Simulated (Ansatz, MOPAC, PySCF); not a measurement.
Noncovalent pair: H2O (SMILES O) (first 3 atoms) with CH3F (SMILES CF); geometry from B3LYP-D3(BJ)/def2-TZVP, rigid monomers moved along the line of their centres of mass till H3···F5 is 2.30 Å.
(charge 0, multiplicity 1):
```csv
atom,x (Å),y (Å),z (Å)
O,-0.1214,-0.0633,0.5828
H,0.0078,0.6366,-0.0644
H,-0.4799,0.3723,1.3672
C,0.4670,-0.2799,4.1074
F,-0.4687,0.6592,3.6487
H,-0.0647,-1.0328,4.6880
H,0.9493,-0.7288,3.2407
H,1.1929,0.2420,4.7300
```

Counterpoise-corrected where a basis set is named; no monomer relaxation. Rows marked so take none.

Rows in 3-21G carry no dispersion term and start afresh at each structure. The state reached by AM1 isn't checked.

Codes used: Ansatz (an electronic-structure program); MOPAC for AM1 (differences of heats of formation); PySCF for 3-21G rows. Each number belongs to the level named beside it.

One of these levels gives -27.4 kJ/mol for the interaction energy. Which?
A. HF/3-21G (no counterpoise)
B. B3LYP/3-21G (no counterpoise)
C. HF/aug-cc-pVDZ
D. AM1

A, HF/3-21G (no counterpoise). The others give -9.2 (AM1), -11.1 (HF/aug-cc-pVDZ), -32.7 (B3LYP/3-21G (no counterpoise))
